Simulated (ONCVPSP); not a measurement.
# Transferability test, ONCV potential for Si (Z = 14)

| Item | Value |
| --- | --- |
| Element | silicon |
| Generator | ONCVPSP 4.0.1 |
| Type | optimised norm-conserving Vanderbilt (ONCV) |
| Functional | PBE |
| Relativity | scalar-relativistic |
| Frozen core | [Ne] |
| Valence charge | 4 |
| Reference configuration | 3s2 3p2 |
| Partial waves | 3s: rc 1.80 bohr, ncon 3, nbas 8, qcut 3.5 1/bohr, local; 3p: rc 2.40 bohr, ncon 4, nbas 7, qcut 3.2 1/bohr, 2 projectors, debl 1.8 Ha; d scattering state at 0.34 Ha: rc 1.80 bohr, ncon 3, nbas 6, qcut 4.5 1/bohr, 2 projectors, debl 1.9 Ha |
| Local potential | the s channel |
| Core correction | polynomial model core, fcfact 0.3 |

Energies are relative to the spin-unpolarised reference configuration 3s2 3p2; without spin polarisation the order of configurations can differ from experiment.

(1) Give the all-electron excitation energy and the error of the potential for: 3s2 3p1; 3s2 3p0; 3s1 3p0; 3s2 3p1.5.

Levels in the configuration 3s2 3p1:

```json
{"level": "3s", "all-electron (eV)": "-19.034", "pseudo (eV)": "-19.024"}
{"level": "3p", "all-electron (eV)": "-11.656", "pseudo (eV)": "-11.650"}
```

## Answers

(1)

```csv
valence configuration,charge,ΔE all-electron (eV),error AE − PS (meV)
3s2 3p1,+1,7.740,+1.7
3s2 3p0,+2,23.733,+18
3s1 3p0,+3,57.704,+55
3s2 3p1.5,+0.5,2.921,+0.1
```
